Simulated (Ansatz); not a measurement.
Consider the redistribution: `C[O][Sn][OH]` + `O[Si]Br` → `[OH][Sn][Br]` + `CO[Si]O`.

Calculated with Ansatz (gas phase, PBE0-D4/def2-TZVP geometries, no zero-point term in ΔE). CBS: MP2 limit from def2 TZ/QZ plus the TZ coupled-cluster correction, frozen cores. DFT in def2-TZVPP. B3LYP here is the variant with VWN-RPA as its local correlation; programs differ in this. def2 core potentials past Kr. For Br, Sn outer-core shells are correlated without core-valence functions, which leaves a few kJ/mol of doubt a bond. Scalar relativity is left out up to krypton. Each species was taken in one conformer, which may not be the lowest.

`C[O][Sn][OH]`:

Z-matrix (Å, degrees):
```
C
O 1 1.399
H 1 1.099 2 112.4
H 1 1.095 2 109.2 3 119.0
H 1 1.099 2 112.4 3 -121.9
Sn 2 1.982 1 127.1 3 60.9
O 6 1.980 2 98.4 1 0.0
H 7 0.961 6 117.1 2 -0.0
```

`O[Si]Br`:

Z-matrix (Å, degrees):
```
O
Si 1 1.636
H 1 0.963 2 120.7
Br 2 2.289 1 101.2 3 0.0
```

`[OH][Sn][Br]`:

Z-matrix (Å, degrees):
```
O
Sn 1 1.975
H 1 0.962 2 114.8
Br 2 2.517 1 94.6 3 179.9
```

`CO[Si]O`:

Cartesian coordinates in Å:
```
C -0.476 1.092 -0.543
O -0.037 0.011 0.250
Si 0.713 -1.337 -0.357
O 0.950 -2.170 1.040
H -1.553 1.221 -0.418
H -0.263 0.936 -1.607
H 0.025 2.008 -0.219
H 0.641 -1.760 1.855
```

| level | ΔE (kJ/mol) | difference from CCSD(T)/CBS |
| --- | --- | --- |
| PBE-D4 | -72.5 | 9.3 |
| revPBE-D4 | -69.5 | 12.3 |
| PBE0-D4 | -81.0 | 0.8 |
| ωB97X-V | -81.9 | -0.1 |
| BLYP | -77.8 | 4.0 |
| r2SCAN | -81.2 | 0.6 |
| B3LYP | -84.1 | -2.3 |
| r2SCANh | -83.5 | -1.7 |
| r2SCAN0 | -86.8 | -5.0 |
| CAM-B3LYP | -85.9 | -4.1 |
| CCSD(T)/def2-SVP | -78.1 | 3.7 |
| HF/def2-TZVPP | -100.8 | -19.0 |
| MP2/def2-TZVPP | -81.3 | 0.5 |
| CCSD(T)/def2-TZVPP | -81.6 | 0.2 |
| SCS-MP2/def2-QZVPP | -83.6 | -1.8 |
| MP2/CBS(def2) | -81.5 | 0.3 |
| CCSD(T)/CBS | -81.8 | 0 |

Largest T1 diagnostic among the species: 0.017.

In def2-TZVPP, CCSD(T) changes the Hartree–Fock value by +19.2 kJ/mol (the triples alone add +3.3 kJ/mol) and MP2 by +19.5 kJ/mol. From r2SCAN to r2SCAN0 (25 % exact exchange), in def2-TZVPP and without D4, ΔE moves by −5.6 kJ/mol. At CCSD(T), def2-SVP lies +3.7 kJ/mol from the extrapolated value and def2-TZVPP +0.2 kJ/mol.
